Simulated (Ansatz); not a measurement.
Basis sets compared for `Sc1ccc(-c2ccc(-c3ccccc3)cc2)cc1`. Total charge 0; singlet. Geometry r2SCAN-D4/def2-SVP. Ansatz on 2 threads of AMD EPYC 7R13 on a shared host and a share (18 GiB) of an NVIDIA H100 80GB HBM3; times are rough, and most runs start from earlier orbitals.

```
atom   x (Å)   y (Å)   z (Å)
  S1   1.442   1.586   6.930
  C2   1.046   1.231   5.243
  C3   0.033   1.896   4.533
  C4  -0.224   1.568   3.204
  C5   0.515   0.575   2.533
  C6   0.240   0.237   1.121
  C7   1.277  -0.141   0.246
  C8   1.019  -0.456  -1.085
  C9  -0.288  -0.411  -1.606
 C10  -0.561  -0.746  -3.022
 C11  -1.746  -1.411  -3.393
 C12  -2.003  -1.726  -4.728
 C13  -1.083  -1.383  -5.724
 C14   0.098  -0.722  -5.370
 C15   0.356  -0.407  -4.035
 C16  -1.325  -0.036  -0.732
 C17  -1.067   0.282   0.600
 C18   1.528  -0.081   3.259
 C19   1.791   0.235   4.589
 H20   0.500   2.536   7.114
 H21  -0.553   2.683   5.017
 H22  -1.000   2.119   2.665
 H23   2.307  -0.169   0.613
 H24   1.846  -0.761  -1.733
 H25  -2.459  -1.709  -2.619
 H26  -2.925  -2.252  -4.992
 H27  -1.285  -1.630  -6.770
 H28   0.820  -0.439  -6.142
 H29   1.269   0.135  -3.774
 H30  -2.350   0.025  -1.108
 H31  -1.899   0.552   1.256
 H32   2.104  -0.878   2.781
 H33   2.576  -0.302   5.130
```

Single mean-field runs in def2-TZVP are fitted with def2-universal-jkfit.

Binding counts from free atoms (S triplet, C triplet, H doublet) in the same basis, without a counterpoise term.

```tsv
level	functions	energy (Eh)	HOMO (eV)	LUMO (eV)	binding per atom (eV)	wall time
PBE-D4/def2-SVP	340	-1090.9189	-5.03	-2.01	5.45	2.7 s
PBE0-D4/def2-SVP	340	-1091.0175	-5.95	-1.30	5.35	2.8 s
```

Question: Estimate the rows for PBE-D4/def2-TZVP, PBE0-D4/def2-TZVP (with forces).

Answer: 
| level | functions | energy (Eh) | HOMO (eV) | LUMO (eV) | binding per atom (eV) | wall time |
| --- | --- | --- | --- | --- | --- | --- |
| PBE-D4/def2-TZVP | 679 | -1091.7824 | -5.12 | -2.13 | 5.38 | 3.2 s |
| PBE0-D4/def2-TZVP (with forces) | 679 | -1091.8720 | -5.98 | -1.38 | 5.27 | 4.1 s |
